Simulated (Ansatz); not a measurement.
Calculated with Ansatz (gas phase, PBE0-D4/def2-TZVP geometries, no zero-point term in ΔE). CCSD(T)/CBS is the MP2 limit (def2-TZVPP, def2-QZVPP) plus CCSD(T) − MP2 in def2-TZVPP, frozen cores. This one scheme is used for every species. Functionals use def2-TZVPP. B3LYP here is the variant with VWN-RPA as its local correlation; programs differ in this. One conformer a species, not always the lowest.

`[AlH2][O]C[SiH3]` + `[OH][Al]([OH])[O][SiH3]` → `[OH][Al]([O][SiH3])[O][SiH3]` + `C[O][AlH2]`  (ligand exchange at the Si–C bond)

Task: Is it downhill or uphill in electronic energy at CCSD(T)/CBS, and by how much? (Estimate.)

Result: Ansatz gave: Downhill: ΔE = -1.29 eV.

Task: What do these levels give: PBE0-D4, B3LYP-D4, ωB97M-V, B3LYP, MP2/def2-TZVPP, HF/def2-QZVPP? (Best estimate.)

Result: The calculation gave: PBE0-D4 -1.20, B3LYP-D4 -1.30, ωB97M-V -1.26, B3LYP -1.32, MP2/def2-TZVPP -1.32, HF/def2-QZVPP -1.60 eV.

Largest T1 diagnostic among the species: 0.013.

From PBE to PBE0 (25 % exact exchange), in def2-TZVPP and without D4, ΔE moves by −0.09 eV. In def2-TZVPP, CCSD(T) changes the Hartree–Fock value by +0.28 eV (the triples alone add +0.04 eV) and MP2 by +0.26 eV.
